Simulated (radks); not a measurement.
Ta4+, configuration [Xe] 4f14 5d1 (the NIST ground configuration). Method: scalar-relativistic Kohn-Sham, r2SCAN, spin-polarised, spherical densities, finite nucleus; open shells are filled with parallel spins first (spin-orbit coupling, left out, can overturn this in heavy ions); meta-GGA in the generalised Kohn-Sham scheme; Fermi nuclear charge, rms radius 5.3507 fm; computed with a radial shooting solver on a logarithmic mesh with Libxc functionals.

Unscreened Slater integrals over Kohn-Sham orbitals (hartree). They are taken over the spin-up orbitals.

integral,value
"F0(5d,5d)",0.52566
"F2(5d,5d)",0.27844
"F4(5d,5d)",0.18556
"F0(5d,4f)",0.66869
"F2(5d,4f)",0.16475
"F4(5d,4f)",0.079380
"G1(5d,4f)",0.068018
"G3(5d,4f)",0.058440
"G5(5d,4f)",0.045333
"F0(5d,5p)",0.59534
"F2(5d,5p)",0.29692
"G1(5d,5p)",0.35453
"G3(5d,5p)",0.22013
"F0(5d,5s)",0.61906
"G2(5d,5s)",0.22974
"F0(4f,4f)",1.4569
"F2(4f,4f)",0.69880
"F4(4f,4f)",0.43974
"F6(4f,4f)",0.31674
"F0(4f,5p)",0.86588
"F2(4f,5p)",0.28170
"G2(4f,5p)",0.12991
"G4(4f,5p)",0.10352
"F0(4f,5s)",0.97076
"G3(4f,5s)",0.15903
"F0(5p,5p)",0.71257
"F2(5p,5p)",0.38619
"F0(5p,5s)",0.75963
"G1(5p,5s)",0.50925
"F0(5s,5s)",0.82084

Derived for the open shells (J is the average intra-shell exchange parameter used in DFT+U). 5d: Racah B = F2/49 - 5 F4/441 = 0.003579 hartree, C = 35 F4/441 = 0.01473 hartree, C/B = 4.12, F4/F2 = 0.666, J = (F2 + F4)/14 = 0.03314 hartree.
